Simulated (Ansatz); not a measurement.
`[F][Ga]([SH])[Br]` + HCl → `[F][Ga]([SH])[Cl]` + HBr at 298.15 K and 1 bar (ligand exchange at a Ga–Br bond).

Isolated molecules relaxed with PBE0-D4/def2-TZVP in Ansatz; ΔE leaves out vibrations. CBS: MP2 limit from def2 TZ/QZ plus the TZ coupled-cluster correction, frozen cores. This one scheme is used for every species. For Br, Ga outer-core shells are correlated without core-valence functions, which leaves a few kJ/mol of doubt a bond. Scalar relativity is left out up to krypton. One conformer a species, not always the lowest.

| species | CCSD(T)/CBS energy (Eh) | H − E (kJ/mol) | S (J/(mol·K)) |
| --- | --- | --- | --- |
| `[F][Ga]([SH])[Br]` | -4995.56584 | 51.9 | 351.0 |
| HCl | -460.38127 | 26.6 | 186.8 |
| `[F][Ga]([SH])[Cl]` | -2882.02312 | 52.4 | 339.3 |
| HBr | -2573.91920 | 24.6 | 198.6 |

H − E and S are ideal-gas, rigid-rotor, harmonic terms from PBE0-D4/def2-TZVP, for one conformer and one mirror image of each species. 1 Eh = 2625.50 kJ/mol, R = 8.31446 J/(mol·K).

Problem. By hand: ΔE, ΔH, ΔS and ΔG.

Solution. ΔE = (-2882.02312) + (-2573.91920) − (-4995.56584) − (-460.38127) = 0.00479 Eh = 12.6 kJ/mol. Δ(H − E) = 52.4 + 24.6 − 51.9 − 26.6 = -1.5, so ΔH = 11.1 kJ/mol. ΔS = 339.3 + 198.6 − 351.0 − 186.8 = 0.1 J/(mol·K). ΔG = 11.1 − 298.15 × (0.1)/1000 = 11.1 kJ/mol.

Problem. By hand: the equilibrium constant, and the temperature at which ΔG would vanish if ΔH and ΔS stayed fixed.

Solution. log₁₀ K = −ΔG/(RT ln 10) = -1.9. ΔG = 0 at ΔH/ΔS = 111000 K, far beyond where these terms or the molecules hold.

The number of gas molecules stays the same, so ΔS is small and ΔH decides. A doubt of 5 kJ/mol in ΔE shifts log₁₀ K by 0.9 here. Other conformers and mirror images would add mixing entropy, several J/(mol·K) or more a flexible species. These are equilibria of isolated gas molecules and say nothing of rates. Largest T1 diagnostic: 0.013 (customary marks: 0.02 for closed shells, 0.045 for open ones).
